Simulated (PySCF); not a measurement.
WO2F2 relaxed at several levels

Computed with PySCF 2.14.0, def2-SVP on the ligands, density fitting, scalar-relativistic core potentials, no spin-orbit coupling, vacuum. Each row is relaxed at its own level from the same template. Distances are means of the shortest metal–ligand contacts, charges and spins Mulliken's.

```tsv
level	basis on the metal	point group	M–O (Å)	M–F (Å)	charge on M (e)	dipole (D)	HOMO–LUMO gap (eV)	unstable modes (below −25 cm⁻¹)
TPSS	def2-SVP with ECP60	C2v	1.716	1.871	1.25	1.76	4.76	not given
```

What does the calculation give for r2SCAN, def2-SVP with ECP60?

point group: C2v, M–O (Å): 1.704, M–F (Å): 1.862, charge on M (e): 1.32, dipole (D): 1.74, HOMO–LUMO gap (eV): 5.14, unstable modes (below −25 cm⁻¹): not given.
```xyz
5

W     0.0000    0.0000   -0.0249
O     0.9611    0.9611    1.0033
O    -0.9611   -0.9611    1.0033
F     1.1118   -1.1118   -1.0215
F    -1.1118    1.1118   -1.0215
```

One start shape was tried for each, so a minimum needn't be the lowest isomer.
